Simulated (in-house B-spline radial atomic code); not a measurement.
The aluminium ion Al³⁺ is squeezed into an impenetrable sphere of radius R (the orbitals vanish at R). Level of theory: non-relativistic PBE, spin-polarised, spherical fractional occupations, point nucleus; calculated with a radial B-spline atomic code at the basis-set limit.

Energies in eV above the free ion in [He] 2s2 2p6:

| R (bohr) | highest level (eV) | [He] 2s2 2p6 | -dE/dV in [He] 2s2 2p6 (GPa) |
| --- | --- | --- | --- |
| 8.46 | -104 | 0 | 8.33e-10 |
| 5.85 | -104 | 0 | 1.35e-07 |
| 5.49 | -104 | 0 | 1.39e-06 |
| 4.09 | -104 | 0.000107 | 0.00278 |
| 3.74 | -104 | 0.0006215 | 0.0191 |
| 3.19 | -104 | 0.009517 | 0.396 |
| 2.58 | -104 | 0.184 | 11.4 |
| 2.05 | -102 | 2.241 | 213 |
| 1.75 | -98.9 | 8.955 | 1160 |
| 1.28 | -76.2 | 77.14 | 18600 |
